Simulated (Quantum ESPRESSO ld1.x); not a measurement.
Q: The table gives one normalised radial function P(r) = r R(r) of Os in [Xe] 4f14 5d6 6s2 (r in bohr). Method: non-relativistic Kohn-Sham, LDA (Slater exchange, VWN5 correlation), spin-polarised, spherical densities, point nucleus; open shells are filled with parallel spins first (spin-orbit coupling, left out, can overturn this in heavy ions); relativity is left out, which matters for an element this heavy; computed with ld1.x of Quantum ESPRESSO 7.5.

r,P
0.0006604,0.0000
0.0009021,0.0000
0.001223,0.0000
0.00167,0.0000
0.002282,0.0000
0.003117,0.0000
0.004225,0.0000
0.005772,0.0000
0.007885,0.0000
0.01077,0.0001
0.0146,0.0004
0.01995,0.0012
0.02725,0.0036
0.03693,0.0103
0.05045,0.0287
0.06893,0.0742
0.09416,0.1749
0.1276,0.3615
0.1743,0.6642
0.2382,1.0339
0.3254,1.3257
0.441,1.3733
0.6025,1.1435
0.8231,0.7576
1.124,0.3901
1.524,0.1540
2.082,0.0418
2.844,0.0073
3.855,0.0007
5.266,0.0000
7.194,0.0000
9.828,0.0000

Which n and l does it have? It may be an empty orbital.

A: n = 4, l = 3: the number of nodes gives n - l - 1 = 0, the rise at small r (about r^(l+1)) gives l, and the extent must fit the shell. The curve is that of 4f up; the table hardly tells the two spins apart. 4f up: eigenvalue -63.170 eV, 0 radial nodes, <r> = 0.542 bohr, 90 % of the charge inside 0.881 bohr.
